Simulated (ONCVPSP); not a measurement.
## How hard is this O ONCV potential?

| Quantity | Value |
| --- | --- |
| Element | O |
| Generator | ONCVPSP 4.0.1 |
| Type | optimised norm-conserving Vanderbilt (ONCV) |
| Functional | LDA (Perdew-Wang 92) |
| Relativity | scalar-relativistic |
| Frozen core | [He] |
| Valence charge | 6 |
| Reference configuration | 2s2 2p4 |
| Partial waves | 2s: rc 0.65 bohr, ncon 4, nbas 7, qcut 10.2 1/bohr, 2 projectors, debl 2.8 Ha; 2p: rc 1.10 bohr, ncon 4, nbas 8, qcut 10 1/bohr, 2 projectors, debl 2 Ha; d scattering state at 0.44 Ha: rc 1.10 bohr, ncon 4, nbas 8, qcut 7.9 1/bohr, 2 projectors, debl 2.3 Ha |
| Local potential | polynomial inside 0.40 bohr (lpopt 5, dvloc0 0 Ha) |
| Core correction | Teter function, fcfact 5.75, rcfact 1.4 |

Problem. For each optimised wave give the share of its norm inside rc, the residual kinetic energy above qcut (Ha) and the cutoffs (Ha) for errors of 10, 1, 0.1 and 0.01 mHa per electron.

Solution.

| wave | norm inside rc | residual KE | 10 mHa | 1 mHa | 0.1 mHa | 0.01 mHa |
| --- | --- | --- | --- | --- | --- | --- |
| 2s | 0.147 | 6.2e-04 | 27.9 | 42.5 | 258.7 | 319.4 |
| s projector 2 | 0.062 | 5.0e-03 | 41.7 | 90.8 | 372.9 | 440.8 |
| 2p | 0.499 | 9.1e-05 | 31.6 | 41.0 | 49.5 | 154.6 |
| p projector 2 | 0.076 | 9.0e-05 | 29.1 | 40.5 | 49.4 | 83.7 |
| d projector 1 | 0.004 | 4.5e-06 | 2.1 | 7.6 | 17.2 | 27.6 |
| d projector 2 | 0.097 | 3.4e-04 | 15.7 | 26.5 | 36.4 | 77.3 |

The occupied waves need 42 Ha and 259 Ha for 1 and 0.1 mHa. Rows with under 1 % of the norm inside rc give no meaningful cutoff. Note: ghosts flagged at negative energy: s at -361.1 eV; GHOST(+) flagged for d at 210.4 eV. A true bound ghost makes a file unfit for plane-wave use. Its largest configuration-test error is +659 meV.
